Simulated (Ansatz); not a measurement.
# Cost against result

Saddle point of BNH$_{3}$ClF$_{2}$, closed shell (BClF₂ ([F][B]([F])[Cl]) + NH₃ → BNH₂F₂ ([NH2][B]([F])[F]) + HCl; bonds formed: Cl2–H5; dative contacts that become bonds: B1–N6; bonds broken: B1–Cl2, H5–N6), PBE0-D4/def2-TZVP structure:

```
8
angstrom
B -0.4116 0.6490 -0.3063
Cl 1.2572 -0.7405 -1.6354
F -1.5401 0.4436 -0.9458
F 0.1532 1.8343 -0.2739
H 0.7488 -0.8498 -0.1281
N -0.0006 -0.3546 0.7352
H -0.7228 -0.9998 1.0314
H 0.5159 0.0176 1.5229
```

Barriers are electronic and count from the start structure reached by relaxing down the imaginary mode.

Computed with Ansatz 0.2.0 (basis: as named in each row); correlated methods freeze the cores. B3LYP uses VWN-RPA correlation. Extrapolation: Hartree–Fock as exp(−7.88 √X), correlation as X^−2.97.

Times are rough, for one single point on 4 threads of a shared host (Arm Neoverse V2).

The estimate by CCSD(T) at an estimated basis limit (MP2 extrapolated from triple and quadruple zeta, plus CCSD(T) − MP2 in triple zeta) is 123.0 kJ/mol.

| method | basis | time (s) | barrier (kJ/mol) | method less estimate |
| --- | --- | --- | --- | --- |
| HF | STO-3G | under 1 | 126.8 | 3.8 |
| PBE-D4 | STO-3G | under 1 | 17.6 | -105.4 |
| SPW92 | def2-SVP | under 1 | 94.1 | -28.9 |
| B3LYP-D4 | 6-31G | under 1 | 122.4 | -0.6 |
| PBE-D4 | def2-SVP | under 1 | 99.1 | -23.9 |
| PBE0-D4 | def2-SVP | under 1 | 116.0 | -6.9 |
| SPW92 | def2-TZVPP | under 1 | 92.9 | -30.1 |
| PBE-D4 | def2-TZVPP | 1 | 98.1 | -24.9 |
| BLYP-D4 | def2-TZVPP | 1 | 95.7 | -27.3 |
| BHLYP-D4 | def2-TZVPP | 1 | 122.1 | -0.8 |
| PBE0-D4 | def2-TZVPP | 2 | 111.6 | -11.3 |
| B3LYP-D4 | def2-TZVPP | 2 | 107.1 | -15.9 |
| CAM-B3LYP-D4 | def2-TZVPP | 2 | 114.7 | -8.2 |
| CCSD(T) | def2-SVP | 2 | 138.1 | 15.1 |
| r2SCAN-D4 | def2-TZVPP | 2 | 106.1 | -16.9 |
| wB97M-V | def2-SVP | 3 | 121.9 | -1.1 |
| B2PLYP | def2-TZVPP | 3 | 114.6 | -8.4 |
| RPA on PBE | def2-TZVPP | 3 | 126.1 | 3.1 |
| r2SCAN0-D4 | def2-TZVPP | 3 | 115.4 | -7.5 |
| PBE-QIDH | def2-TZVPP | 3 | 122.8 | -0.2 |
| wB97X-V | def2-TZVPP | 4 | 122.8 | -0.2 |
| B97M-V | def2-TZVPP | 4 | 116.3 | -6.7 |
| wB97M-V | def2-TZVPP | 5 | 118.6 | -4.4 |
| MP2 | def2-QZVPP | 10 | 120.9 | -2.1 |
| CCSD(T) | def2-TZVPP | 66 | 125.4 | 2.5 |

All methods are single points on the PBE0-D4 structures.

The T1 diagnostic stays at or below 0.012.

The step is the kind of exchange with an N–H group that builds nitride films in atomic layer and chemical vapour deposition.

Labels in which every atom is bracketed show which atoms are joined, not bond orders.
